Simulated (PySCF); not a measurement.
Below is a simulated gas-phase C 1s photoelectron spectrum of SiHMe2Et (`[H][Si](C)(C)CC`).

Every computed line was given a Gaussian of 0.4 eV full width at half maximum and an area set by the number of equivalent atoms; the highest printed point is 100. Computed with PySCF, delta-SCF UKS SCAN, pcX-2 on the ionised atom, pcseg-1 elsewhere, spin-free X2C.

binding energy (eV), intensity and a bar:
```
    289.3          0 
    289.4          1 
    289.5          6 ##
    289.6         19 ######
    289.7         46 ##############
    289.8         81 ########################
    289.9        100 ##############################
    290.0         89 ###########################
    290.1         57 #################
    290.2         31 #########
    290.3         23 #######
    290.4         28 ########
    290.5         34 ##########
    290.6         30 #########
    290.7         19 ######
    290.8          9 ###
    290.9          3 #
    291.0          1 
    291.1          0
```

**Question.** How many maxima does the curve show, and how many computed lines lie under it?

**Answer.** The curve has 2 maxima (at 289.9 and 290.5 eV). Under it lie 3 lines from 3 inequivalent carbon sites. At this width some lines have no maximum of their own.

**Question.** Decompose the envelope and assign each component. Bonds: Si1–C3, Si1–C7, Si1–C11, C11–C12. Hydrogens: H2 on Si1; H4, H5, H6 on C3; H8, H9, H10 on C7; H13, H14 on C11; H15, H16, H17 on C12.

**Answer.** 
| position (eV) | relative area | line | atoms | environment |
| --- | --- | --- | --- | --- |
| 289.88 | 1 | C 1s | C11 | carbon bonded to C, Si and 2 H |
| 289.93 | 2 | C 1s | C3/C7 | carbon bonded to Si and 3 H |
| 290.52 | 1 | C 1s | C12 | carbon bonded to C and 3 H |

**Question.** What are the centre and the root-mean-square width of the whole band?

**Answer.** The area-weighted mean of the lines is 290.06 eV. Their own spread about it is 0.26 eV (rms) and each Gaussian has σ = 0.4/2.355 = 0.17 eV; the variances add, which gives 0.31 eV.

The listed C 1s values span 0.64 eV, from C11 (bonded to C, 2 H and Si) to C12 (bonded to C and 3 H). The widest gap between neighbouring values is 0.59 eV, between 289.93 and 290.52 eV. The values 289.88 and 289.93 eV lie too close for their order to be trusted.

The curve has no shake-up lines and no vibrational structure. One atom of each set of topologically equivalent atoms was ionised and stands for the set; in this conformer not all members are related by symmetry, and their own values weren't computed. Isolated species at its PBE0-D3(BJ)/def2-SVP geometry (one conformer only).
